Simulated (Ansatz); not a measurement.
Consider the ligand exchange at the Si–C bond: `CN[SiH](C)F` + CH₃OH → `CN[SiH](F)OC` + CH₄.

Gas-phase electronic energies from Ansatz, PBE0-D4/def2-TZVP geometries. CCSD(T)/CBS is the MP2 limit (def2-TZVPP, def2-QZVPP) plus CCSD(T) − MP2 in def2-TZVPP, frozen cores. This one scheme is used for every species. DFT in def2-TZVPP. B3LYP here is the variant with VWN-RPA as its local correlation; programs differ in this. Each species was taken in one conformer, which may not be the lowest.

| level | ΔE (kJ/mol) | difference from CCSD(T)/CBS |
| --- | --- | --- |
| PBE-D4 | -105.5 | 10.3 |
| r2SCAN-D4 | -117.9 | -2.1 |
| PBE0-D4 | -108.8 | 7.0 |
| B3LYP-D4 | -119.4 | -3.6 |
| ωB97X-V | -115.1 | 0.7 |
| ωB97M-V | -115.3 | 0.5 |
| B2PLYP | -118.9 | -3.1 |
| PBE | -103.3 | 12.5 |
| r2SCAN | -117.2 | -1.4 |
| PBE0 | -106.8 | 9.0 |
| B3LYP | -116.1 | -0.3 |
| HF/def2-TZVPP | -128.3 | -12.5 |
| MP2/def2-TZVPP | -119.0 | -3.2 |
| SCS-MP2/def2-TZVPP | -120.5 | -4.7 |
| CCSD/def2-TZVPP | -118.2 | -2.4 |
| CCSD(T)/def2-TZVPP | -117.3 | -1.5 |
| HF/def2-QZVPP | -129.1 | -13.3 |
| MP2/def2-QZVPP | -118.5 | -2.7 |
| SCS-MP2/def2-QZVPP | -119.9 | -4.1 |
| HF/CBS(def2) | -129.2 | -13.4 |
| MP2/CBS(def2) | -117.6 | -1.8 |
| CCSD/CBS(def2) | -116.7 | -0.9 |
| CCSD(T)/CBS | -115.8 | 0 |

Largest T1 diagnostic among the species: 0.011.

The D4 term adds −3.3 kJ/mol with B3LYP and −2.0 kJ/mol with PBE0; it sums over pairs of atoms, weighted by their polarisabilities, and B3LYP, whose exchange is more repulsive, gets the larger term. In def2-TZVPP, CCSD(T) changes the Hartree–Fock value by +11.0 kJ/mol (the triples alone add +0.9 kJ/mol) and MP2 by +9.2 kJ/mol.
